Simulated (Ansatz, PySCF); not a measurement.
Potential energy curve for SMILES [F][Ti]([F])[F] (F₃Ti), doublet. The Ti1–F4 bond (Ti1 also carries F, F; F4 carries nothing else) is varied alone, starting from the PBE0/def2-TZVP optimised geometry.

Computed with: UKS-PBE0 = unrestricted PBE0/def2-TZVP (Ansatz, an electronic-structure program); UKS-B3LYP = unrestricted B3LYP/def2-TZVP run with Ansatz; UKS-PBE = Ansatz with unrestricted PBE/def2-TZVP; UKS-B3LYP/6-31G* = unrestricted B3LYP/6-31G*, spherical d (PySCF); UKS-BP86/6-31G* = unrestricted BP86/6-31G*, spherical d (PySCF); UKS-LDA (SVWN5)/6-31G* = unrestricted LDA (SVWN5)/6-31G*, spherical d in PySCF.

Minimum and curvature come from a quartic fit to the scan points round the minimum of the rigid stretch. The energy at the longest distance isn't given for restricted levels, nor where a curve turns over.

```json
[
 {"method": "UKS-PBE0", "R at the minimum / Å": "1.769", "force constant / mdyn Å⁻¹": "4.35", "E(5.16 Å) − E(min) / mEh": "219.7"},
 {"method": "UKS-B3LYP", "R at the minimum / Å": "1.781", "force constant / mdyn Å⁻¹": "4.19", "E(5.16 Å) − E(min) / mEh": "216.5"},
 {"method": "UKS-PBE", "R at the minimum / Å": "1.779", "force constant / mdyn Å⁻¹": "4.09", "E(5.16 Å) − E(min) / mEh": "210.5"},
 {"method": "UKS-B3LYP/6-31G*", "R at the minimum / Å": "1.759", "force constant / mdyn Å⁻¹": "4.76", "E(5.16 Å) − E(min) / mEh": "230.0"},
 {"method": "UKS-BP86/6-31G*", "R at the minimum / Å": "1.758", "force constant / mdyn Å⁻¹": "4.64", "E(5.16 Å) − E(min) / mEh": "236.3"},
 {"method": "UKS-LDA (SVWN5)/6-31G*", "R at the minimum / Å": "1.726", "force constant / mdyn Å⁻¹": "5.20", "E(5.16 Å) − E(min) / mEh": "254.0"}
]
```

The unrestricted determinant behind UKS-PBE0, UKS-B3LYP/6-31G* is spin-contaminated at 3.27 to 5.16 Å (<S²> up to 1.5, against 0.75 for a pure doublet). The unrestricted determinant behind UKS-B3LYP, UKS-PBE, UKS-BP86/6-31G* is spin-contaminated at 3.27 to 5.16 Å (<S²> up to 1.4, against 0.75 for a pure doublet). The unrestricted determinant behind UKS-LDA (SVWN5)/6-31G* is spin-contaminated at 2.92 to 5.16 Å (<S²> up to 1.4, against 0.75 for a pure doublet).
